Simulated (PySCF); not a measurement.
Krypton: a sound run and one with changed settings

Sound run: Kr⁺ [Ar] 3d10 4s2 4p5, Kr²⁺ [Ar] 3d10 4s2 4p4. All numbers are calculated (PySCF 2.14, the non-relativistic Hamiltonian (point nucleus), in 6-31G*). In the sound run the correlated levels freeze [Ar] 3d10. The sound run starts from symmetry-adapted Hartree-Fock orbitals and uses a fine grid where one is needed.

Changed run: the spin-free X2C one-electron Hamiltonian (Gaussian nucleus). This setting is unsound on purpose.

| species | method | sound run (hartree) | changed run (hartree) | converged |
| --- | --- | --- | --- | --- |
| Kr⁺ | UHF | -2751.19566 | -2778.86840 | yes |
| Kr⁺ | M06-2X | -2752.97199 | -2780.64509 | yes |
| Kr⁺ | TPSS | -2752.81181 | -2780.48186 | yes |
| Kr⁺ | MP2 | -2751.28775 | -2778.95982 | yes |
| Kr⁺ | CCSD(T) | -2751.30297 | -2778.97470 | yes |
| Kr²⁺ | UHF | -2750.34076 | -2778.00909 | yes |
| Kr²⁺ | M06-2X | -2752.08351 | -2779.75186 | yes |
| Kr²⁺ | TPSS | -2751.91414 | -2779.57956 | yes |
| Kr²⁺ | MP2 | -2750.41406 | -2778.08183 | yes |
| Kr²⁺ | CCSD(T) | -2750.43075 | -2778.09811 | yes |

Ionisation energy of Kr⁺:

```tsv
method	sound run (eV)	changed run (eV)
UHF	23.263	23.383
M06-2X	24.177	24.306
TPSS	24.427	24.553
MP2	23.774	23.891
SCS-MP2	23.746	23.863
CCSD	23.728	23.847
CCSD(T)	23.734	23.853
```

Most of the change in total energy is the relativistic energy itself. On top of that the contraction fixes the core shape for the Hamiltonian it was made with, so the changed run is not a good calculation with the other Hamiltonian either.

For comparison, NIST gives 24.360 eV between the lowest levels.
